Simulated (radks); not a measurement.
Ionisation of the iodine ion I2+, [Kr] 4d10 5s2 5p3, to [Kr] 4d10 5s2 5p2 as the strength of local exchange is varied. All-electron calculation, Dirac Kohn-Sham, Slater X-alpha exchange (alpha = 2/3 is LDA exchange), no correlation, spin-unpolarised, spherical densities, point nucleus; open shells fill j = l - 1/2 first. Program: a radial shooting solver on a logarithmic mesh with Libxc functionals.

alpha	E(I2+) (hartree)	exchange (hartree)	IE (eV)	-e of the level emptied (eV)	<r> of it (bohr)
0.667	-7107.21548	-170.13536	27.660	22.844 (5p3/2)	2.251
0.761	-7131.23041	-194.72488	28.888	24.021 (5p3/2)	2.213
0.841	-7151.72822	-215.77105	29.954	25.046 (5p3/2)	2.181
0.926	-7173.56713	-238.25234	31.107	26.156 (5p3/2)	2.149
0.952	-7180.25961	-245.15360	31.464	26.501 (5p3/2)	2.140

NIST Atomic Spectra Database: 29.57 eV (measured). The Delta-SCF value meets it near alpha = 0.81. Spin polarisation and multiplet splitting are left out, so open shells lie too high by an amount that depends on their filling.

Beside tabulated values, note that spin-unpolarised runs miss the spin-polarisation part of the exchange energy of open shells.
